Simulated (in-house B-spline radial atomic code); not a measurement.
## RPA and G0W0 on PBE: As⁴⁺

Configuration [Ar] 3d10 4s1, highest spin, mean-field start PBE. Computed with an all-electron radial atomic-structure program (B-spline basis): all electrons, non-relativistic, point nucleus, each spin shell either full or empty, empty states to l = 9 with an (l + 1/2)⁻⁴ tail; G0W0 by contour deformation at full frequency.

Command:
```bash
python run_gw.py task.json out
```
Settings (radii: box in bohr, nucleus in fm):
```
Z                        33
electrons                29
configuration            [Ar] 3d10 4s1
hamiltonian              nr
method                   pbe,pbe
lmax                     9
spin_polarised           True
box_radius               11.96
intervals                51
ion_configuration        [Ar] 3d10
```

Run time, properties included: 3 s on 1 thread of Intel(R) Xeon(R) Platinum 8488C (Sapphire Rapids), on a shared host.

Energies (hartree):

| term | value |
| --- | --- |
| mean-field total | -2231.63844 |
| Hartree-Fock functional on these orbitals | -2230.46560 |
| direct second order | -2.5407 |
| second-order exchange | 0.74318 |
| SOSEX correction | 0.67946 |

What is the RPA correlation energy, and what remains with SOSEX?

RPA gives -2.1878 hartree (-2.05 eV per electron); RPA + SOSEX gives -1.5083, and the second-order doubles -1.7975 hartree (no singles). SOSEX takes back 31 % of the RPA value.

Quasi-particle levels (eV):

```json
{"level": "4s up", "occupied": "yes", "mean field": "-56.89", "Σx - vxc": "-4.28", "Σc": "?", "QP weight": "?", "G0W0": "?"}
{"level": "3d down", "occupied": "yes", "mean field": "-91.24", "Σx - vxc": "-16.93", "Σc": "3.40", "QP weight": "0.920", "G0W0": "-104.78"}
{"level": "3d up", "occupied": "yes", "mean field": "-91.55", "Σx - vxc": "-16.84", "Σc": "3.40", "QP weight": "0.890", "G0W0": "-104.99"}
{"level": "4s down", "occupied": "no", "mean field": "-55.13", "Σx - vxc": "8.46", "Σc": "-2.69", "QP weight": "0.943", "G0W0": "-49.36"}
```

G0W0 = mean field + (Σx - vxc) + Σc, with Σc (partial-wave tail included) taken at the quasi-particle energy. Only the outer levels were computed. Levels of low weight are left out.

Where does G0W0 put 4s up?

At -62.92 eV, with Σc = -1.75 eV and a quasi-particle weight of 0.968. The tabulated removal energy is 62.77 ± 0.06 eV (NIST, measured); the calculation leaves out relativity, Breit and QED terms, and what these don't explain is the method's own error.

What does it cost to remove one electron (to [Ar] 3d10) by differences of total energies, each species on its own start (correlation terms add to the Hartree-Fock functional)?

PBE 62.96 eV, Hartree-Fock functional 60.73 eV, + RPA 62.57 eV, + RPA + SOSEX 61.79 eV, + second order 62.31 eV. Tabulated: 62.77 ± 0.06 eV (NIST, measured); the calculation leaves out relativity, Breit and QED terms, and what these don't explain is the method's own error.
